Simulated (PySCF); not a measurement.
This PySCF input asks for the NMR shieldings of SMILES C[P@+](P(C)C)([AlH3-])CP, C$_{4}$H$_{16}$AlP$_{3}$; the geometry comes from GFN2-xTB.

```python
import basis_set_exchange as bse
import numpy as np
from pyscf import gto, dft
from pyscf.prop import nmr

atoms = """
C    -2.035808   -1.148770    1.270130
P    -1.003704    0.384953    1.105573
C    -2.021497    1.223443   -0.187014
P     0.453197   -0.458859   -0.290997
C     1.536087   -1.445458    0.819138
Al    0.188112   -0.961597   -2.703177
C     1.496725    1.040750   -0.544613
P     1.125493    2.339326    0.731923
H    -3.000570   -0.873034    1.693483
H    -1.553486   -1.848144    1.950191
H    -2.187892   -1.624121    0.301441
H    -2.166890    0.568348   -1.047684
H    -1.524167    2.139755   -0.502567
H    -2.987407    1.482968    0.245567
H     1.875700   -0.846235    1.663562
H     0.985063   -2.310126    1.185242
H     2.390275   -1.795789    0.239832
H     1.741324   -1.146118   -2.910976
H    -0.755945   -2.210748   -2.649553
H    -0.413801    0.427726   -3.136957
H     1.242864    1.441920   -1.535926
H     2.554969    0.764813   -0.549989
H     2.221381    3.147056    0.404903
H     1.828242    1.727705    1.770259
"""
names = dict.fromkeys(["C", "P", "Al", "H"], "pcSseg-1")
basis = {el: gto.basis.parse(bse.get_basis(n, elements=[el], fmt="nwchem")) for el, n in names.items()}
mol = gto.M(atom=atoms, basis=basis, charge=0, verbose=0)
mf = dft.RKS(mol, xc="PBE0")
mf.grids.level = 2
mf.grids.alignment = dft.numint.BLKSIZE   # the property module wants whole blocks of grid points
mf.conv_tol = 1e-9
mf.kernel()

calc = nmr.RKS(mf)   # GIAO
C = mf.mo_coeff
Co = C[:, mf.mo_occ > 0]
resp = mf.gen_response(singlet=True, hermi=2)
def vind(x):   # induced exchange potential for any number of trial vectors
    d = np.einsum("pi,xij,qj->xpq", C, 2 * x.reshape(-1, C.shape[1], Co.shape[1]), Co, optimize=True)
    return np.einsum("xpq,pi,qj->xij", resp(d - d.transpose(0, 2, 1)), C, Co, optimize=True).ravel()
mo1, _ = nmr.rhf.solve_mo1(calc, with_cphf=vind)
sigma = calc.kernel(mo1)
for i, s in enumerate(sigma):   # ppm
    w = np.linalg.eigvalsh((s + s.T) / 2)
    print("%2d %-2s iso %8.1f  s11 %8.1f  s22 %8.1f  s33 %8.1f" % (i, mol.atom_pure_symbol(i), w.mean(), *w))
```

**Question.** Give the expected output.

**Answer.** 
```
 0 C  iso    177.0  s11    165.8  s22    176.7  s33    188.6
 1 P  iso    417.1  s11    379.9  s22    394.7  s33    476.7
 2 C  iso    171.2  s11    160.7  s22    168.6  s33    184.3
 3 P  iso    369.3  s11    304.6  s22    369.2  s33    434.2
 4 C  iso    177.4  s11    165.5  s22    175.1  s33    191.6
 5 Al iso    447.7  s11    428.9  s22    441.8  s33    472.3
 6 C  iso    175.4  s11    163.7  s22    169.5  s33    193.0
 7 P  iso    518.8  s11    467.7  s22    521.3  s33    567.5
 8 H  iso     30.6  s11     25.7  s22     27.4  s33     38.9
 9 H  iso     30.8  s11     25.2  s22     28.8  s33     38.3
10 H  iso     30.1  s11     24.5  s22     29.6  s33     36.3
11 H  iso     30.2  s11     24.8  s22     29.9  s33     35.8
12 H  iso     30.0  s11     24.6  s22     29.4  s33     35.9
13 H  iso     30.5  s11     25.6  s22     27.0  s33     38.9
14 H  iso     30.2  s11     24.9  s22     29.2  s33     36.4
15 H  iso     30.4  s11     24.7  s22     28.8  s33     37.8
16 H  iso     30.3  s11     24.9  s22     27.4  s33     38.7
17 H  iso     27.9  s11     24.3  s22     27.2  s33     32.2
18 H  iso     27.7  s11     23.9  s22     26.4  s33     33.0
19 H  iso     27.8  s11     24.3  s22     28.0  s33     31.2
20 H  iso     29.7  s11     24.0  s22     28.9  s33     36.1
21 H  iso     29.7  s11     24.1  s22     28.4  s33     36.5
22 H  iso     28.7  s11     23.2  s22     25.4  s33     37.4
23 H  iso     29.0  s11     23.3  s22     28.0  s33     35.7
```

These numbers come from an equivalent density-fitted implementation of the same equations, which agrees with the script to about 0.01 ppm for H and up to a few tenths of a ppm for heavy atoms, so last digits may differ.

Size and cost of the density-fitted run: 244 basis functions, 45 s wall time on 1 thread of an x86-64 server CPU, shared host.
